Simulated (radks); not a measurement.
Coherent X-ray form factor from a spherical all-electron density. Method: Dirac Kohn-Sham, PBEsol, spin-unpolarised, spherical densities, finite nucleus; Fermi nuclear charge, rms radius of each element as measured or else 0.836 A^(1/3) + 0.57 fm; computed with a radial shooting solver on a logarithmic mesh with Libxc functionals.

sin(theta)/lambda (1/angstrom)  f0 (electrons)
0.05                                    74.321
0.1                                     72.397
0.15                                    69.523
0.2                                     66.072
0.25                                    62.387
0.3                                     58.723
0.4                                     51.998
0.5                                     46.319
0.6                                     41.558
0.8                                     33.905
1                                       27.920
1.25                                    22.356
1.5                                     18.652
2                                       14.597

The species is in the configuration that NIST lists as its ground one. Which atom or ion scatters so?

Answer. The platinum ion Pt3+, [Xe] 4f14 5d7. Extrapolating in s^2 from the first two rows gives f0(0) = 75.0, near the electron count 75; among species with that count, the fall with angle is slower the higher Z, and the table is that of Z = 78; from so few rows the species is fixed only to a neighbour or two.
